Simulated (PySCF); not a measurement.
# Reading the logs of faulty runs: BCGeH7N

These are calculations, not measurements. They come from PySCF 2.14.0, an open-source quantum chemistry program, on an isolated molecule that a program drew, which may never have been made. The molecule is BCGeH7N (charge 0, doublet), drawn as the SMILES string `BN[CH][GeH3]`.

Each row is a Hartree-Fock (HF) and frozen-core CCSD(T) single point in the cc-pVDZ basis, meant for a local HF minimum. Run 1 is clean. Each other run has one planted mistake out of seven kinds, and not every kind appears here: one electron removed, one electron added, multiplicity raised by two, geometry at a saddle point, minimal basis STO-3G, one bond length entered in bohr, all coordinates scaled. The reference is restricted for singlets and unrestricted otherwise, and also for a bond in bohr. Adding or removing an electron swaps singlet and doublet. Electrons count all cores. HOMO and LUMO are orbital energies over both spins, the gradient is its largest component, and the lowest frequency (negative if imaginary) is given only where the gradient is small. Bond lengths are over the 10 bonds as drawn. T1 is the CCSD diagnostic: over 0.02 (restricted) or 0.045 (unrestricted) a single reference is doubtful. Germanium has the cc-pVDZ-PP basis, with a core potential (ECP10MDF) in place of its 10 inner electrons, and its 3s, 3p and 3d shells are frozen in CCSD(T).

Geometry of the clean run:
```xyz
11
BCGeH7N, angstrom
B    -2.2124   -2.0216    2.6410
N    -1.3648   -1.2292    1.8579
C    -1.3184    0.1668    1.8100
Ge    0.0654    1.1473    0.8732
H    -2.1304   -3.2153    2.5482
H    -2.9948   -1.4939    3.3820
H    -0.7269   -1.6931    1.2421
H    -2.0274    0.6592    2.4647
H    -0.5031    2.4843    0.3950
H     1.2841    1.4192    1.7668
H     0.5273    0.3104   -0.3278
```

```
run  electrons  basis functions  <S^2>  HOMO (eV)  LUMO (eV)  gradient (hartree/bohr)  lowest frequency (cm^-1)  mean bond (Å)  longest bond (Å)      T1  HF (hartree)  CCSD(T) (hartree)                          mistake
  1         57              100  0.767      -8.25       2.62                  1.3e-05                        64         1.3819             1.937  0.0177    -414.43751         -414.98429                         no fault
  2         56              100  0.000     -17.68      -5.16                  1.3e-01                         -         1.3819             1.937  0.0185    -414.19113         -414.72652             one electron removed
  3         58              100  0.000      -0.03       8.64                  4.6e-02                         -         1.3819             1.937  0.0196    -414.37841         -414.97676               one electron added
  4         57              100  1.369      -8.56       2.20                  2.9e-02                         -         1.4887             2.268  0.0621    -414.31250         -414.86332  one bond length entered in bohr
  5         57              100  3.785      -5.08      -2.91                  3.9e-02                         -         1.3819             1.937  0.0553    -414.17221         -414.71346                                ?
```

**Which mistake was planted in run 5, and what did it cost?**

Electrons, basis and geometry are unchanged, and <S^2> is 3.785, beside S(S+1) = 3.75 for a multiplicity of 4. So the mistake is: multiplicity raised by two. Subtracting run 1 and multiplying by 627.51 kcal/mol a hartree, the energy moved by 166.5 kcal/mol in HF and 169.9 kcal/mol in CCSD(T).

Cautions from the logs. Run 3: the added electron raises the CCSD(T) energy, so it isn't bound in this basis; run 4: T1 is over the limit, so its CCSD(T) energy is less reliable; run 5: T1 is over the limit, so its CCSD(T) energy is less reliable.
